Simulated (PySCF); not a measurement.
Cost of excited-state runs on `InChI=1S/C8H16O/c1-7(2)9-6-8-4-3-5-8/h7-8H,3-6H2,1-2H3`

Bonds (- single, = double, # triple, : aromatic): C1-C2, C2-C3, C2-O4, O4-C5, C5-C6, C6-C7, C7-C8, C8-C9, C9-C6. C1 carries H10, H11, H12; C2 carries H13; C3 carries H14, H15, H16; C5 carries H17, H18; C6 carries H19; C7 carries H20, H21; C8 carries H22, H23; C9 carries H24, H25. H20, H22, H24 are cis to C5 on the ring; H21, H23, H25 are trans to C5 on the ring.

PySCF with density fitting, on 1 thread of an Intel Xeon Platinum 8259CL, shared host. Command: `OMP_NUM_THREADS=1 python excited_run.py task.json out`

Problem. How long does this run take, and how much memory?
- magnetisability and related constants, BHandHLYP/pcSseg-1; writes grids

Solution. 
| run | level | basis functions | wall time | peak memory (GiB) |
| --- | --- | --- | --- | --- |
| magnetisability and related constants | BHandHLYP/pcSseg-1 | 233 | 120 s | 1.1 |

Times from a shared host are rough.
